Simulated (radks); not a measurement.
Ionisation of neutral technetium, [Kr] 4d5 5s2, to [Kr] 4d5 5s1 as the strength of local exchange is varied. Method: Dirac Kohn-Sham, Slater X-alpha exchange (alpha = 2/3 is LDA exchange), no correlation, spin-unpolarised, spherical densities, point nucleus; open shells are shared between the two j in proportion to 2j + 1; computed with a radial shooting solver on a logarithmic mesh with Libxc functionals.

alpha  E(Tc) (hartree)  exchange (hartree)  IE (eV)  -e of the level emptied (eV)  <r> of it (bohr)
0.619      -4269.37918          -111.20943    7.144                 4.053 (5s1/2)             3.385
0.667      -4278.01139          -120.07025    7.437                 4.316 (5s1/2)             3.343
0.748      -4292.61691          -135.09983    7.942                 4.775 (5s1/2)             3.274
0.8        -4302.01887          -144.79929    8.275                 5.080 (5s1/2)             3.231
0.863      -4313.43647          -156.60374    8.687                 5.459 (5s1/2)             3.181
0.902      -4320.51920          -163.94043    8.946                 5.700 (5s1/2)             3.151
0.96       -4331.07322          -174.89258    9.338                 6.065 (5s1/2)             3.107
0.98       -4334.71829          -178.68060    9.475                 6.193 (5s1/2)             3.092

NIST Atomic Spectra Database: 7.119 eV (measured). The central value is not met in this range of alpha. Spin polarisation and multiplet splitting are left out, so open shells lie too high by an amount that depends on their filling. Sharing an open shell by 2j + 1 raises it above the true ground level by a part of the spin-orbit splitting, which enters the differences from NIST.

Beside tabulated values, note that spin-unpolarised runs miss the spin-polarisation part of the exchange energy of open shells.
